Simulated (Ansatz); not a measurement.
Geometry optimisation of `F[SiH2]P[SiH3]`.

```yaml
crystal:
  periodic: [false, false, false]
  atoms:
    - {symbol: F, position_ang: [-1.706251, 0.163287, 1.743104]}
    - {symbol: Si, position_ang: [-1.025469, 1.162502, 0.632978]}
    - {symbol: P, position_ang: [1.175707, 0.627169, 0.511561]}
    - {symbol: Si, position_ang: [0.852802, -1.387730, -0.509824]}
    - {symbol: H, position_ang: [-1.780093, 0.986445, -0.656825]}
    - {symbol: H, position_ang: [-1.157410, 2.579621, 1.116880]}
    - {symbol: H, position_ang: [1.341352, 1.367625, -0.717888]}
    - {symbol: H, position_ang: [-0.069881, -1.326107, -1.698795]}
    - {symbol: H, position_ang: [0.263072, -2.301317, 0.526580]}
    - {symbol: H, position_ang: [2.189371, -1.922695, -0.944872]}
basis:
  gaussian: {orbitals: def2-TZVP}
hamiltonian: {xc: pbe0, dispersion: d4}
relax: {f_tol: 0.005, max_steps: 150}
```

```sh
$ ansatz run in.yaml --threads 2 --pin off --events-out ev --progress --plain --max-ram 4352MiB
```

Shortened log:

```
Functional definition: PBE0
mean field -27849.60771949 eV, -1023.4542065492 hartree, gradient 6.7e-5 eV, S^2 0.000000; 0 other end points of the search recorded, 0 dependent functions left out
relax step   1: F+E_penalty+E_count = -27849.82359804 eV  Δ(F+E_penalty+E_count) = +0.000e0 eV  max|allowed force component| = 7.985e-1 eV/Å  Δτ_max = 0.0000 Å  (25 SCF iters, accepted)
mean field -27849.65153188 eV, -1023.4558166248 hartree, gradient 1.9e-5 eV, S^2 0.000000; 0 other end points of the search recorded, 0 dependent functions left out
relax step   2: F+E_penalty+E_count = -27849.86866448 eV  Δ(F+E_penalty+E_count) = -4.507e-2 eV  max|allowed force component| = 4.722e-1 eV/Å  Δτ_max = 0.0340 Å  (29 SCF iters, accepted)
mean field -27849.66022819 eV, -1023.4561362084 hartree, gradient 2.5e-5 eV, S^2 0.000000; 0 other end points of the search recorded, 0 dependent functions left out
relax step   3: F+E_penalty+E_count = -27849.87772996 eV  Δ(F+E_penalty+E_count) = -9.065e-3 eV  max|allowed force component| = 1.319e-1 eV/Å  Δτ_max = 0.0303 Å  (28 SCF iters, accepted)
mean field -27849.66205082 eV, -1023.4562031888 hartree, gradient 2.3e-5 eV, S^2 0.000000; 0 other end points of the search recorded, 0 dependent functions left out
relax step   4: F+E_penalty+E_count = -27849.87959453 eV  Δ(F+E_penalty+E_count) = -1.865e-3 eV  max|allowed force component| = 4.675e-2 eV/Å  Δτ_max = 0.0212 Å  (28 SCF iters, accepted)
mean field -27849.66274267 eV, -1023.4562286137 hartree, gradient 2.3e-5 eV, S^2 0.000000; 0 other end points of the search recorded, 0 dependent functions left out
relax step   5: F+E_penalty+E_count = -27849.88025313 eV  Δ(F+E_penalty+E_count) = -6.586e-4 eV  max|allowed force component| = 4.566e-2 eV/Å  Δτ_max = 0.0168 Å  (28 SCF iters, accepted)
mean field -27849.66437344 eV, -1023.4562885433 hartree, gradient 1.1e-5 eV, S^2 0.000000; 0 other end points of the search recorded, 0 dependent functions left out
relax step   6: F+E_penalty+E_count = -27849.88114093 eV  Δ(F+E_penalty+E_count) = -8.878e-4 eV  max|allowed force component| = 1.563e-1 eV/Å  Δτ_max = 0.1300 Å  (29 SCF iters, accepted)
mean field -27849.66589031 eV, -1023.4563442872 hartree, gradient 2.1e-5 eV, S^2 0.000000; 0 other end points of the search recorded, 0 dependent functions left out
relax step   7: F+E_penalty+E_count = -27849.88243398 eV  Δ(F+E_penalty+E_count) = -1.293e-3 eV  max|allowed force component| = 4.119e-2 eV/Å  Δτ_max = 0.0336 Å  (28 SCF iters, accepted)
mean field -27849.66605334 eV, -1023.4563502786 hartree, gradient 2.2e-5 eV, S^2 0.000000; 0 other end points of the search recorded, 0 dependent functions left out
relax step   8: F+E_penalty+E_count = -27849.88270952 eV  Δ(F+E_penalty+E_count) = -2.755e-4 eV  max|allowed force component| = 3.463e-2 eV/Å  Δτ_max = 0.0208 Å  (28 SCF iters, accepted)
mean field -27849.66664444 eV, -1023.4563720011 hartree, gradient 2.3e-5 eV, S^2 0.000000; 0 other end points of the search recorded, 0 dependent functions left out
relax step   9: F+E_penalty+E_count = -27849.88311793 eV  Δ(F+E_penalty+E_count) = -4.084e-4 eV  max|allowed force component| = 9.744e-3 eV/Å  Δτ_max = 0.0236 Å  (28 SCF iters, accepted)
mean field -27849.66715758 eV, -1023.4563908588 hartree, gradient 2.4e-5 eV, S^2 0.000000; 0 other end points of the search recorded, 0 dependent functions left out
relax step  10: F+E_penalty+E_count = -27849.88333274 eV  Δ(F+E_penalty+E_count) = -2.148e-4 eV  max|allowed force component| = 4.422e-2 eV/Å  Δτ_max = 0.0411 Å  (28 SCF iters, accepted)
mean field -27849.66737534 eV, -1023.4563988612 hartree, gradient 2.3e-5 eV, S^2 0.000000; 0 other end points of the search recorded, 0 dependent functions left out
relax step  11: F+E_penalty+E_count = -27849.88345632 eV  Δ(F+E_penalty+E_count) = -1.236e-4 eV  max|allowed force component| = 4.022e-2 eV/Å  Δτ_max = 0.0149 Å  (27 SCF iters, accepted)
mean field -27849.66778198 eV, -1023.4564138049 hartree, gradient 2.4e-5 eV, S^2 0.000000; 0 other end points of the search recorded, 0 dependent functions left out
relax step  12: F+E_penalty+E_count = -27849.88369524 eV  Δ(F+E_penalty+E_count) = -2.389e-4 eV  max|allowed force component| = 2.533e-2 eV/Å  Δτ_max = 0.0299 Å  (28 SCF iters, accepted)
mean field -27849.66846575 eV, -1023.4564389332 hartree, gradient 9.8e-6 eV, S^2 0.000000; 0 other end points of the search recorded, 0 dependent functions left out
relax step  13: F+E_penalty+E_count = -27849.88399402 eV  Δ(F+E_penalty+E_count) = -2.988e-4 eV  max|allowed force component| = 4.328e-2 eV/Å  Δτ_max = 0.0874 Å  (28 SCF iters, accepted)
mean field -27849.66848425 eV, -1023.4564396129 hartree, gradient 2.4e-5 eV, S^2 0.000000; 0 other end points of the search recorded, 0 dependent functions left out
relax step  14: F+E_penalty+E_count = -27849.88413516 eV  Δ(F+E_penalty+E_count) = -1.411e-4 eV  max|allowed force component| = 3.957e-2 eV/Å  Δτ_max = 0.0085 Å  (28 SCF iters, accepted)
mean field -27849.66823431 eV, -1023.4564304278 hartree, gradient 2.4e-5 eV, S^2 0.000000; 0 other end points of the search recorded, 0 dependent functions left out
relax step  15: F+E_penalty+E_count = -27849.88428397 eV  Δ(F+E_penalty+E_count) = -1.488e-4 eV  max|allowed force component| = 2.222e-2 eV/Å  Δτ_max = 0.0249 Å  (28 SCF iters, accepted)
mean field -27849.66853058 eV, -1023.4564413156 hartree, gradient 2.5e-5 eV, S^2 0.000000; 0 other end points of the search recorded, 0 dependent functions left out
relax step  16: F+E_penalty+E_count = -27849.88446647 eV  Δ(F+E_penalty+E_count) = -1.825e-4 eV  max|allowed force component| = 2.140e-2 eV/Å  Δτ_max = 0.0360 Å  (28 SCF iters, accepted)
mean field -27849.66874515 eV, -1023.4564492009 hartree, gradient 2.5e-5 eV, S^2 0.000000; 0 other end points of the search recorded, 0 dependent functions left out
relax step  17: F+E_penalty+E_count = -27849.88457758 eV  Δ(F+E_penalty+E_count) = -1.111e-4 eV  max|allowed force component| = 3.377e-2 eV/Å  Δτ_max = 0.0359 Å  (28 SCF iters, accepted)
mean field -27849.66879038 eV, -1023.4564508630 hartree, gradient 2.5e-5 eV, S^2 0.000000; 0 other end points of the search recorded, 0 dependent functions left out
relax step  18: F+E_penalty+E_count = -27849.88466579 eV  Δ(F+E_penalty+E_count) = -8.821e-5 eV  max|allowed force component| = 2.896e-2 eV/Å  Δτ_max = 0.0198 Å  (28 SCF iters, accepted)
mean field -27849.66882437 eV, -1023.4564521120 hartree, gradient 2.5e-5 eV, S^2 0.000000; 0 other end points of the search recorded, 0 dependent functions left out
relax step  19: F+E_penalty+E_count = -27849.88475403 eV  Δ(F+E_penalty+E_count) = -8.823e-5 eV  max|allowed force component| = 1.407e-2 eV/Å  Δτ_max = 0.0155 Å  (28 SCF iters, accepted)
mean field -27849.66883904 eV, -1023.4564526510 hartree, gradient 2.5e-5 eV, S^2 0.000000; 0 other end points of the search recorded, 0 dependent functions left out
relax step  20: F+E_penalty+E_count = -27849.88477983 eV  Δ(F+E_penalty+E_count) = -2.580e-5 eV  max|allowed force component| = 7.045e-3 eV/Å  Δτ_max = 0.0107 Å  (29 SCF iters, accepted)
mean field -27849.66884426 eV, -1023.4564528431 hartree, gradient 2.5e-5 eV, S^2 0.000000; 0 other end points of the search recorded, 0 dependent functions left out
relax step  21: F+E_penalty+E_count = -27849.88478671 eV  Δ(F+E_penalty+E_count) = -6.884e-6 eV  max|allowed force component| = 4.026e-3 eV/Å  Δτ_max = 0.0092 Å  (29 SCF iters, accepted)
mean field -27849.66882808 eV, -1023.4564522485 hartree, gradient 2.5e-5 eV, S^2 0.000000; 0 other end points of the search recorded, 0 dependent functions left out
relax step  22: F+E_penalty+E_count = -27849.88478905 eV  Δ(F+E_penalty+E_count) = -2.336e-6 eV  max|allowed force component| = 5.603e-3 eV/Å  Δτ_max = 0.0088 Å  (29 SCF iters, accepted)
mean field -27849.66883943 eV, -1023.4564526654 hartree, gradient 6.8e-5 eV, S^2 0.000000; 0 other end points of the search recorded, 0 dependent functions left out
relax step  23: F+E_penalty+E_count = -27849.88479303 eV  Δ(F+E_penalty+E_count) = -3.977e-6 eV  max|allowed force component| = 3.100e-3 eV/Å  Δτ_max = 0.0019 Å  (19 SCF iters, accepted)
mean field -27849.66883943 eV, -1023.4564526654 hartree, gradient 6.8e-5 eV, S^2 0.000000; 1 other end points of the search recorded, 0 dependent functions left out
Total energy: -27849.88482780 eV, -1023.4643900916 hartree
Atom 0 at    -1.658695     0.472306     1.997380 Å, force     0.000287     0.001575    -0.001752 eV/Å
Atom 1 at    -1.029045     1.110825     0.670047 Å, force    -0.002683     0.000495     0.001322 eV/Å
Atom 2 at     1.136821     0.544894     0.602251 Å, force    -0.000228    -0.000249    -0.000723 eV/Å
Atom 3 at     0.852747    -1.356162    -0.575298 Å, force    -0.000352     0.000816    -0.000684 eV/Å
Atom 4 at    -1.834524     0.606448    -0.471516 Å, force     0.001039     0.000638     0.001449 eV/Å
Atom 5 at    -1.140688     2.587845     0.760963 Å, force     0.000343    -0.003100    -0.000316 eV/Å
Atom 6 at     1.362659     1.362697    -0.540885 Å, force     0.001125     0.000079    -0.000170 eV/Å
Atom 7 at     0.054960    -1.158890    -1.813642 Å, force    -0.000262     0.000498     0.000126 eV/Å
Atom 8 at     0.151812    -2.321307     0.309621 Å, force    -0.000511    -0.000760     0.001030 eV/Å
Atom 9 at     2.187153    -1.899856    -0.936022 Å, force     0.001242     0.000007    -0.000283 eV/Å
Dipole moment:     0.087777     0.078107    -0.330749 e Å
```

Run time 2.1 min (2 threads of an Arm Neoverse V1 on a shared host); peak host memory 0.44 GiB.
